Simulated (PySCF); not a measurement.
Al(Cl)(Me)(SeH) (CH4AlClSe), SMILES [CH3][Al]([SeH])[Cl].

Geometry optimised at B3LYP-D3(BJ)/def2-SVP. The structure was generated by enumeration; whether it is a known compound was not checked. Other conformers were not sampled.

Computed with PBE/def2-TZVP (PySCF).

Symmetry labels are those of the subgroup Cs that the program uses (full group Cs).

List the valence orbital energies around the gap with their symmetry. (Estimate from the structure and the level; the computed values follow.)


| orbital | symmetry | energy (eV) |
|---|---|---|
| HOMO−7 | A' | -10.01 |
| HOMO−6 | A" | -9.98 |
| HOMO−5 | A' | -9.56 |
| HOMO−4 | A' | -8.27 |
| HOMO−3 | A" | -7.99 |
| HOMO−2 | A' | -7.95 |
| HOMO−1 | A' | -7.04 |
| HOMO | A" | -6.32 |
| LUMO | A" | -1.59 |
| LUMO+1 | A' | -1.26 |
| LUMO+2 | A' | -0.85 |
| LUMO+3 | A' | 0.42 |
